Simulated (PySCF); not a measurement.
Isomers of C6H13NSi. The calculation used PBE0-D3(BJ)/def2-SVP geometry optimisation, gas phase in PySCF 2.14.0. Energies are electronic, without zero-point or thermal terms, for one conformer each. No frequencies were run at this level. Point groups hold within 0.08 Å.

Problem. Rank from lowest to highest electronic energy at this level (kJ/mol).
A. `[CH2:1]1[CH2:2][SiH2:3][N:4]([CH:5]2[CH2:6][CH2:7]2)[CH2:8]1` with Si3–N4–C5–C6 33°, C8–C1–C2–Si3 38°, C1–C2–Si3–N4 -23°, C2–Si3–N4–C5 -175°, N4–C5–C6–C7 109°
B. `[CH2:1]=[C:2]([CH3:3])[C@H:4]1[CH2:5][NH:6][SiH2:7][CH2:8]1` with C1–C2–C4–C5 -22°, C2–C4–C5–N6 82°, C4–C5–N6–Si7 24°, C5–N6–Si7–C8 -1°, N6–Si7–C8–C4 -21°
C. `[CH2:1]=[CH:2][CH2:3][N:4]1[CH2:5][CH2:6][CH2:7][SiH2:8]1` with C1–C2–C3–N4 -124°, C2–C3–N4–C5 68°, C3–N4–C5–C6 -169°, N4–C5–C6–C7 -40°, C5–C6–C7–Si8 38°, C6–C7–Si8–N4 -22°

Solution. B (0.0), A (25.4), C (28.9).

As drawn, the lowest has an N–H bond, which the highest lacks. Neighbours under 10 kJ/mol apart (C1C[SiH2]N(C2CC2)C1 and C=CCN1CCC[SiH2]1) can change places with a better method, another conformer or zero-point energy.

| SMILES | E (Eh) | E rel (kJ/mol) | dipole (D) | point group | A, B, C (MHz) |
| --- | --- | --- | --- | --- | --- |
| C=C(C)[C@H]1CN[SiH2]C1 | -579.95320 | 0.0 | 0.98 | C1 | 2808, 1276, 1182 |
| C1C[SiH2]N(C2CC2)C1 | -579.94351 | 25.4 | 0.80 | C1 | 3367, 1232, 990.1 |
| C=CCN1CCC[SiH2]1 | -579.94217 | 28.9 | 0.71 | C1 | 3510, 1014, 849.6 |

Problem. How do the relative energies change in single points at PBE0/pcSseg-1 (no added dispersion term) on the same geometries?

Solution. 
```json
{"SMILES": "C=C(C)[C@H]1CN[SiH2]C1", "PBE0-D3(BJ)/def2-SVP (kJ/mol)": "0.0", "PBE0/pcSseg-1 (kJ/mol)": "0.0", "shift": "0.0"}
{"SMILES": "C1C[SiH2]N(C2CC2)C1", "PBE0-D3(BJ)/def2-SVP (kJ/mol)": "25.4", "PBE0/pcSseg-1 (kJ/mol)": "30.5", "shift": "+5.1"}
{"SMILES": "C=CCN1CCC[SiH2]1", "PBE0-D3(BJ)/def2-SVP (kJ/mol)": "28.9", "PBE0/pcSseg-1 (kJ/mol)": "25.8", "shift": "-3.1"}
```

Each column counts from its own lowest isomer. The lowest isomer stays, but the order above it changes; the largest shift is 5.1 kJ/mol.
